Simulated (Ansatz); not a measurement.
```xyz
20

C     2.5964    1.6381    0.1224
C     2.2116    0.3718    0.0397
C     1.3543   -0.3208    1.0407
Ge   -0.4076   -0.7094    0.3284
F    -1.3787   -1.3958    1.6023
O    -0.2861   -1.8636   -0.9781
C    -1.4262   -2.2190   -1.7395
O    -1.3358    0.6504   -0.2864
C    -1.7153    1.7029    0.5745
H     3.2082    2.0922   -0.6475
H     2.3149    2.2650    0.9632
H     2.5125   -0.2199   -0.8216
H     1.7710   -1.2885    1.3345
H     1.2194    0.2772    1.9449
H    -1.0888   -2.8646   -2.5524
H    -2.1537   -2.7703   -1.1351
H    -1.9162   -1.3396   -2.1676
H    -2.2905    1.3418    1.4337
H    -2.3434    2.3893    0.0033
H    -0.8461    2.2629    0.9406
```

The species carries charge 0 and has multiplicity 1.

Q: List the PBE0/def2-TZVPP orbital energies in eV (Ansatz 0.2.0). (Best estimate.)

A: Ansatz gave: Occupied: -10860.97, -1359.07, -1208.91, -1208.89, -1208.88, -672.99, -522.76, -522.74, -279.42, -279.26, -278.89, -278.75, -278.20, -171.98, -121.82, -121.78, -121.73, -35.07, -34.84, -34.65, -34.58, -34.57, -31.66, -28.28, -27.80, -22.63, -19.85, -19.17, -18.88, -16.07, -15.27, -13.76, -13.35, -13.12, -12.86, -12.51, -12.47, -12.30, -12.12, -11.62, -11.31, -11.18, -10.50, -10.11, -9.13, -8.79, -8.39, -8.17, -7.48. Lowest empty: -0.19, 0.63, 1.33, 1.68, 1.87, 2.14, 2.22, 2.54.
